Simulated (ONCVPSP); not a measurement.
## Which change was made? (Ho, ONCV)

ONCVPSP 4.0.1 input, shortened (lines: element, Z, core and valence counts, functional; n l f; lmax; l rc ep ncon nbas qcut; lloc lpopt rc5 dvloc0; l nproj debl; icmod fcfact rcfact), Wu-Cohen, scalar-relativistic:

```
  Ho 67.00    9    5  -118130      upf
    1    0    2.00
    2    0    2.00
    2    1    6.00
    3    0    2.00
    3    1    6.00
    3    2   10.00
    4    0    2.00
    4    1    6.00
    4    2   10.00
    4    3   11.00
    5    0    2.00
    5    1    6.00
    6    0    1.00
    6    1    1.00
    3
    0    2.45    0.00    4    8    4.00
    1    2.75    0.00    4    8    5.40
    2    2.75    0.15    3    7    3.70
    3    0.85    0.00    4    9   22.00
    4    4    0.65    4.00
    0    2    1.40
    1    2    0.90
    2    3    2.80
    3    2    1.90
    3    3.25    1.70
```

In the d channel the program set the typed energies aside and used -0.077, 2.723, 5.523 Ha.

Cutoffs, loose and tight: the cutoffs (Ha) at which the residual kinetic energy of the hardest occupied pseudo-wave falls to 1 and 0.1 mHa per electron. They do not see the model core or the augmentation charge, which bear on the density cutoff. Test errors are all-electron minus pseudo excitation energies from the reference, over the configurations 4f11 5s2 5p6 6s2 6p0; 4f11 5s2 5p6 6s1 6p0; 4f11 5s2 5p6 6s0 6p0; 4f10 5s2 5p6 6s2 6p0; variants that change the core or the reference have their own tests.

The base gives: outcome: generated, projector energies reset by the program; cutoff, loose: 190 Ha; cutoff, tight: 215 Ha; bound ghosts: s, p; GHOST(+) flags above zero: none; largest test error (meV): tests left out (the all-electron energies of this program are off by 10 to 40 meV for near-neutral 4f atoms).

Question: After one change the result is: outcome: generated, projector energies reset by the program; cutoff, loose: 183 Ha; cutoff, tight: 207 Ha; bound ghosts: s; GHOST(+) flags above zero: p, d; largest test error (meV): tests left out (the all-electron energies of this program are off by 10 to 40 meV for near-neutral 4f atoms). Which change was it?
A. all radii but the core radius scaled by about 1.18 (s 2.90, p 3.26, d 3.26, f 1.00 bohr); local potential polynomial inside 0.78 bohr (lpopt 4, dvloc0 4 Ha)
B. all radii but the core radius scaled by about 0.80 (s 1.96, p 2.20, d 2.20, f 0.68 bohr); local potential polynomial inside 0.52 bohr (lpopt 4, dvloc0 4 Ha)
C. all radii but the core radius scaled by about 0.87 (s 2.14, p 2.40, d 2.40, f 0.74 bohr); local potential polynomial inside 0.56 bohr (lpopt 4, dvloc0 4 Ha)

Answer: A. The others give: all radii but the core radius scaled by about 0.87 (s 2.14, p 2.40, d 2.40, f 0.74 bohr); local potential polynomial inside 0.56 bohr (lpopt 4, dvloc0 4 Ha) → outcome: generated, projector energies reset by the program; cutoff, loose: 209 Ha; cutoff, tight: 239 Ha; bound ghosts: s, p, d, f; GHOST(+) flags above zero: s; largest test error (meV): tests left out (the all-electron energies of this program are off by 10 to 40 meV for near-neutral 4f atoms) | all radii but the core radius scaled by about 0.80 (s 1.96, p 2.20, d 2.20, f 0.68 bohr); local potential polynomial inside 0.52 bohr (lpopt 4, dvloc0 4 Ha) → outcome: generated, projector energies reset by the program; cutoff, loose: 222 Ha; cutoff, tight: 539 Ha; bound ghosts: s, p, d; GHOST(+) flags above zero: none; largest test error (meV): tests left out (the all-electron energies of this program are off by 10 to 40 meV for near-neutral 4f atoms).
